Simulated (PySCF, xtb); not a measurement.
B(Cl)(I)(OH) (BClHIO), SMILES B(Cl)(I)O. One conformer was computed; it need not be the lowest.

Harmonic wavenumbers (cm⁻¹) from GFN2-xTB run with xtb at its own minimum, in rising order: 181, 278, 394, 442, 605, 698, 947, 1288, 3575.

Question: What does B3LYP-D3(BJ)/def2-SVP (PySCF) give at its own minimum? (The exact figures need the calculation; the answer reports its results.)

Answer: 190, 290, 440, 460, 580, 795, 1083, 1384, 3808. Paired by order, the mean absolute difference is 75 cm⁻¹ and the zero-point energies are 12.0 and 12.9 kcal/mol.
